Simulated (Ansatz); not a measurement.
Saddle search on SiH$_{4}$OF$_{2}$, closed shell by partitioned rational-function steps on PBE0-D4/def2-TZVP gradients (Ansatz 0.2.0), from this start:

| atom | x (Å) | y (Å) | z (Å) |
| --- | --- | --- | --- |
| Si1 | -0.3566 | 0.4886 | -0.1068 |
| O2 | 1.0044 | -0.5846 | 0.5450 |
| F3 | -0.4064 | 0.3429 | -1.7195 |
| F4 | -1.7539 | 0.9554 | 0.5784 |
| H5 | 0.4186 | 1.7377 | 0.0960 |
| H6 | 0.1072 | -1.2752 | 0.2823 |
| H7 | -0.9384 | -1.0893 | 0.0856 |
| H8 | 1.9253 | -0.5755 | 0.2389 |

| step | energy less the last (meV) | largest force (eV/Å) | curvature followed (eV/Å²) |
| --- | --- | --- | --- |
| 1 | 31.6 | 0.807 | -13.39 |
| 2 | 7.8 | 0.275 | -13.31 |
| 3 | 8.7 | 0.195 | -13.47 |
| 4 | 6.5 | 0.061 | -13.47 |
| 5 | 6.8 | 0.328 | -13.48 |
| 6 | 4.5 | 0.108 | -13.47 |
| 7 | 3.5 | 0.378 | -13.47 |
| 8 | 1.5 | 0.110 | -13.44 |
| 9 | 1.1 | 0.179 | -13.42 |
| 10 | 0.8 | 0.029 | -13.41 |
| 11 | 0.5 | 0.026 | -13.41 |
| 12 | 0.4 | 0.048 | -13.41 |
| 13 | 0.1 | 0.043 | -13.40 |
| 14 | 0.1 | 0.031 | -13.39 |
| 15 | 0.0 | 0.019 | -13.39 |
| 16 | 0.0 | 0.010 | -13.42 |
| 17 | 0.0 | 0.010 | -13.42 |
| 18 | 0.0 | 0.004 | -13.44 |

The search ended at:

```
8
angstrom
Si -0.3559 0.4766 -0.1282
O 0.9653 -0.5640 0.6266
F -0.4554 0.3687 -1.7200
F -1.6668 0.9234 0.6657
H 0.4382 1.7165 0.0045
H 0.1293 -1.2620 0.2850
H -0.9260 -1.1033 -0.0256
H 1.8714 -0.5559 0.2920
```
